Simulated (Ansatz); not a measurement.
HO4S (SMILES O=S(=O)([O-])O), charge -1, singlet, at a GFN2-xTB geometry (a gas-phase anion, which may not be bound at this level). Base run: B3LYP/cc-pVDZ (Ansatz, a first-principles code).

The Ansatz input:
Ansatz 0.2 input:
```yaml
crystal:
  periodic: [false, false, false]
  atoms:
    - {symbol: O, position_ang: [1.38992049, -0.28176098, -0.58148330]}
    - {symbol: S, position_ang: [-0.13445586, 0.02400851, 0.02026324]}
    - {symbol: O, position_ang: [0.12119981, -0.01438956, 1.45858623]}
    - {symbol: O, position_ang: [-0.97063154, -1.05348789, -0.46961795]}
    - {symbol: O, position_ang: [-0.49393968, 1.33543365, -0.48378888]}
    - {symbol: H, position_ang: [1.77890124, -0.27049776, 0.28621944]}
basis:
  gaussian:
    orbitals: cc-pVDZ
hamiltonian:
  xc: b3lyp
total_charge: -1
```

Variants of this job, named by their change:

| change | ΔE vs base (mEh) |
|---|---|
| base | 0.000 |
| final_grid = 14, 28, 59 | 0.000 |
| lower_state_search = light | 0.000 |
| point_charge = charge:1.0 position_ang:-0.0952, -3.3289, 3.3602 | -113.2 |
| accuracy = high | -0.003 |
| nuclear_model = gaussian | 0.374 |
| point_charge = charge:-1.0 position_ang:1.766, 3.7838, -2.2243 | 110.7 |
| lower_state_search = off | 0.000 |
| forces = on | 0.000 |
| fitting.mean_field = def2-universal-JKFIT | -0.007 |
| fitting.mean_field = cc-pVTZ-JKFIT | -0.024 |

A gas-phase anion may not be bound at this level; its values then depend on the basis.
